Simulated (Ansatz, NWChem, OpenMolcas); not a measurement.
How basis sets differ on CBr2F2 (dibromodifluoromethane)

CBr2F2 has 5 atoms, charge 0, and is taken as a singlet. As SMILES, `FC(F)(Br)Br`. Geometry: relaxed at PBE0-D4/def2-TZVP.

```xyz
5

F    -0.9704   -0.1134    0.9863
C     0.0048   -0.0876    0.0909
F     0.9148   -0.9814    0.4466
Br   -0.7093   -0.5612   -1.6421
Br    0.8100    1.6699    0.0770
```

Each level gives the dipole moment (D). The values are calculated.

Measured value to compare with: NIST CCCBDB gives the dipole moment of the gas as 0.66 D.

```
               level          kind     program  value (D)  computed − measured  CPU time
HF/ANO-RCC-MB (DKH2)  Hartree–Fock  OpenMolcas       1.10                +0.44     9.1 s
           HF/STO-3G  Hartree–Fock      NWChem       0.40                -0.26     3.7 s
            HF/3-21G  Hartree–Fock      NWChem       1.03                +0.37     5.3 s
          HF/cc-pVDZ  Hartree–Fock      NWChem       0.70                +0.04   3.2 min
         HF/def2-SVP  Hartree–Fock      Ansatz       0.81                +0.15     7.9 s
```

Nearest: HF/cc-pVDZ (+0.04 D); farthest: HF/ANO-RCC-MB (DKH2) (+0.44 D). The measured dipole is a vibrational average, so differences of a few hundredths of a debye mean little. All-electron rows without a relativistic Hamiltonian named are non-relativistic. Magnitudes only: a small dipole may point the other way at some levels. Sets without polarisation functions give poor dipoles. CPU times are rough (shared hosts, several kinds of processor): they show what a rung costs within a factor of a few.
